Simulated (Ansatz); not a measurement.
Calculated with Ansatz (gas phase, PBE0-D4/def2-TZVP geometries, no zero-point term in ΔE). CCSD(T)/CBS is the MP2 limit (def2-TZVPP, def2-QZVPP) plus CCSD(T) − MP2 in def2-TZVPP, frozen cores. DFT in def2-TZVPP. B3LYP here is the variant with VWN-RPA as its local correlation; programs differ in this. One conformer a species, not always the lowest.

Reaction (substitution at a C–C bond): `C=CC(C)(F)S` + `OB(O)Cl` → `C=COB(O)Cl` + `CC(F)S`

`C=CC(C)(F)S`:

```xyz
13

C     0.119   -0.471    1.957
C    -0.348    0.135    0.877
C     0.311    0.097   -0.463
C    -0.603   -0.438   -1.548
F     1.424   -0.722   -0.406
S     0.823    1.776   -0.952
H    -0.406   -0.403    2.902
H     1.033   -1.051    1.928
H    -1.264    0.717    0.911
H    -0.849   -1.476   -1.317
H    -0.102   -0.399   -2.516
H    -1.523    0.143   -1.598
H     1.385    2.092    0.226
```

`OB(O)Cl`:

Cartesian coordinates in Å:
```
O -0.607 -0.406 0.867
B 0.058 0.199 -0.149
O 0.952 -0.479 -0.897
Cl -0.224 1.905 -0.532
H -1.216 0.176 1.327
H 1.037 -1.395 -0.615
```

`C=COB(O)Cl`:

```xyz
10

C    -1.209    1.054   -1.410
C    -0.525    0.178   -0.697
O     0.179    0.565    0.409
B     0.884   -0.311    1.162
O     0.930   -1.629    0.860
Cl    1.746    0.338    2.562
H    -1.235    2.103   -1.143
H    -1.757    0.722   -2.281
H    -0.475   -0.880   -0.932
H     1.463   -2.142    1.471
```

`CC(F)S`:

Z-matrix (Å, degrees):
```
C
C 1 1.506
H 1 1.090 2 110.4
H 1 1.092 2 110.3 3 120.3
H 1 1.092 2 109.7 3 -120.3
F 2 1.384 1 108.6 3 176.4
S 2 1.800 1 114.3 3 -59.2
H 2 1.094 1 111.4 3 58.9
H 7 1.344 2 96.1 1 -45.3
```

CCSD(T)/CBS gives +0.54 eV.

Another level gave +0.51 eV. Which?
A. B3LYP/def2-TZVPP
B. MP2/def2-TZVPP
C. PBE0/def2-TZVPP
D. CCSD/def2-TZVPP

D. CCSD/def2-TZVPP 0.51, PBE0 0.43, B3LYP 0.35, MP2/def2-TZVPP 0.60 eV.

Largest T1 diagnostic among the species: 0.012.

From PBE to PBE0 (25 % exact exchange), in def2-TZVPP and without D4, ΔE moves by +0.04 eV. The D4 term adds +0.07 eV with B3LYP and +0.04 eV with PBE0; it sums over pairs of atoms, weighted by their polarisabilities, and B3LYP, whose exchange is more repulsive, gets the larger term. In def2-TZVPP, CCSD(T) changes the Hartree–Fock value by +0.17 eV (the triples alone add +0.02 eV) and MP2 by +0.24 eV.
